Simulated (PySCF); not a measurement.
**Correlation energy of Mn³⁺ (manganese, charge +3)**

[Ar] 3d4, high-spin 5D determinant. Computed with PySCF 2.14 in x2c-TZVPPall with one added diffuse shell each of s, p, d, f type (7s6p5d3f1g, 80 functions), with scalar relativity by spin-free X2C-1e. Frozen: [Ne]; 12 electrons correlated.

MP2 pair energies summed by pair of shells (mhartree):

```
 pair   energy  share (%)
3p-3d  -139.96       42.7
3p-3p   -88.92       27.1
3d-3d   -38.00       11.6
3s-3p   -32.37        9.9
3s-3d   -23.36        7.1
3s-3s    -4.93        1.5
```

Total MP2 correlation energy: -327.54 mhartree.

Same-spin part -107.84 and opposite-spin part -219.70 mhartree; SCS-MP2 scales them by 1/3 and 6/5 to -299.59 mhartree.

This basis was not built for core-valence correlation, so the inner-shell part is incomplete.
